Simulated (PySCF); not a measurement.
## Computed properties of Zn(F)(SH) (FHSZn), SMILES [F][Zn][SH]

FHSZn, SMILES [F][Zn][SH]. Geometry: TPSSh-D3(BJ)/def2-TZVP. One conformer was computed; it need not be the lowest. All values are computed for the isolated molecule unless a solvent is named; none is compared with measurement here.

**Structure.** The optimised structure has Cs symmetry. All 6 harmonic modes at TPSSh-D3(BJ)/def2-TZVP (PySCF) are real, so it is a minimum. With heavy atoms numbered as in [Zn:1]([F:2])[SH:3], the shortest bond between them is Zn1–F2 at 1.751 Å and the longest Zn1–S3 at 2.143 Å.

**Vibrations.** The strongest infrared lines (harmonic, unscaled, degenerate partners summed) lie at 679 cm⁻¹ (79 km/mol, F 52 %, Zn 23 %, H 21 %), 127 cm⁻¹ (20 km/mol, F 43 %, Zn 40 %, S 15 %), 134 cm⁻¹ (18 km/mol, F 43 %, Zn 41 %, S 16 %). The softest mode is at 127 cm⁻¹ and the zero-point energy is 6.7 kcal/mol.

**Electronic structure.** CAM-B3LYP/def2-TZVPD (PySCF) places the frontier levels at -9.21 and -0.70 eV, a gap of 8.51 eV, and gives a dipole moment of 1.67 D and a mean polarisability of 44.2 bohr³.

**Excitations.** TDDFT-M06-2X/def2-SVPD (PySCF) has S1 at 5.06 eV (245 nm, f = 0.037, weak); the most intense of the 10 singlets computed lies at 7.24 eV (f = 0.27). T1 (TDA) is at 4.78 eV. No vertical singlet excitation falls in the visible range (under 3.1 eV).

**NMR.** GIAO shifts at B3LYP/pcSseg-2 (PySCF) (non-relativistic, atoms alike by connectivity averaged): ¹H at -0.3 ppm against TMS; ¹⁹F at -214.7 ppm against CFCl3.
